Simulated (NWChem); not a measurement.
System: CH$_{4}$BeSe; SMILES [CH3][Be][SeH]

The following NWChem deck was run.

```
start job
memory heap 200 mb stack 900 mb global 1100 mb
geometry units angstroms noautoz
  Be     0.051371    -1.101742    -0.001846
  C      0.008165    -2.775188     0.000178
  H     -0.722384    -3.174275    -0.725702
  H     -0.258153    -3.189134     0.988459
  H      0.988397    -3.206609    -0.272223
  Se     0.142525     0.940664    -0.004658
  H     -1.329778     1.011123     0.005750
end
basis spherical
  * library def2-svp
end
dft
  xc pbe0
  iterations 150
  vectors input atomic output neutral.movecs
end
task dft energy
charge 1
dft
  odft
  mult 2
  vectors input atomic output cation.movecs
end
task dft energy
```

Geometry: optimised at PBE0/def2-SVP.

Ions are spin-unrestricted doublets at the neutral geometry; other ion states weren't tried.

What results follow from this input? (PBE0/def2-SVP, vertical spin-unrestricted ions.) Quantities: vertical ionisation energy, ΔSCF (eV); −ε(HOMO) (eV).


| Property | Value |
|---|---|
| vertical ionisation energy, ΔSCF (eV) | 9.54 |
| −ε(HOMO) (eV) | 7.09 |
